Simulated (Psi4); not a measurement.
CH3Cl3Si (SMILES C[Si](Cl)(Cl)Cl), singlet, at a GFN2-xTB geometry. Base run: HF/STO-3G in Psi4.

Input for Psi4:
```
memory 2 GB

molecule {
0 1
C    -2.08539302   -0.43002418    0.05735758
Si   -0.22565362   -0.04653152    0.00620648
Cl    0.68040569   -1.19502435   -1.39062803
Cl    0.06775652    1.90072752   -0.45554951
Cl    0.60976201   -0.42568869    1.80882858
H    -2.26630565   -1.46926637    0.31744164
H    -2.59468576    0.18660249    0.79274175
H    -2.55221147   -0.24599592   -0.90628735
}

set {
  basis sto-3g
  stability_analysis check
  scf_type pk
}

energy('scf')
print_variables()
```

The bond that is stretched is that between atoms 7 and 1. A test that says stable can miss a lower solution.

Each row names what was changed in the base input (with any setting that the change needs).

```tsv
change	ΔE vs base (mEh)	<S^2>
base	0.000	0.000
stability_analysis = follow; reference = uhf	0.000	0.000
bond × 1.25	43.549	0.000
stability_analysis = follow; reference = uhf; bond × 1.25	43.549	0.000
bond × 1.5	123.2	0.000
stability_analysis = follow; reference = uhf; bond × 1.5	121.2	0.190
bond × 1.8	220.5	0.000
stability_analysis = follow; reference = uhf; bond × 1.8	167.4	0.751
bond × 2.2	324.6	0.000
stability_analysis = follow; reference = uhf; bond × 2.2	183.3	0.957
bond × 3.0	435.5	0.000
stability_analysis = follow; reference = uhf; bond × 3.0	187.4	1.010
```

Psi4 reported an instability in these rows: stability_analysis = follow; reference = uhf; bond × 1.5; stability_analysis = follow; reference = uhf; bond × 1.8; stability_analysis = follow; reference = uhf; bond × 2.2; stability_analysis = follow; reference = uhf; bond × 3.0 (restricted rows aren't judged here).

Where a bond breaks into two radicals, a solution with restricted orbitals usually stops being the lowest and lies too high; an unrestricted one lies lower at the price of spin contamination, which <S^2> shows.
